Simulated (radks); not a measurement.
The numbers below are computed, except where a source is named.
All-electron atom: Zn XXIII in [He] 2s2 2p4. Code: a radial shooting solver on a logarithmic mesh with Libxc functionals. Model: Dirac Kohn-Sham, BLYP, spin-unpolarised, spherical densities, finite nucleus; open shells fill j = l - 1/2 first; Fermi nuclear charge, rms radius 3.9283 fm. Some entries of the table are withheld. Estimate them.

| orbital | occ. | eigenvalue (eV) | <r> (bohr) | r(max) (bohr) |
|---|---|---|---|---|
| 1s1/2 | 2 | -10676.15 | 0.05020 | 0.03288 |
| 2s1/2 | 2 | -2163.679 | 0.2166 | 0.1848 |
| 2p1/2 | 2 | -2053.295 | (1) | (2) |
| 2p3/2 | 2 | -2026.607 | (3) | (4) |
| 3s1/2 | 0 | -881.3070 | 0.5304 | (5) |
| 3p1/2 | 0 | -844.4139 | 0.5091 | 0.4777 |
| 3p3/2 | 0 | -837.9509 | 0.5137 | 0.4826 |

Answer. 
(1) 2p1/2 <r> (bohr): 0.1857
(2) 2p1/2 r(max) (bohr): 0.1453
(3) 2p3/2 <r> (bohr): 0.1888
(4) 2p3/2 r(max) (bohr): 0.1479
(5) 3s1/2 r(max) (bohr): 0.5025
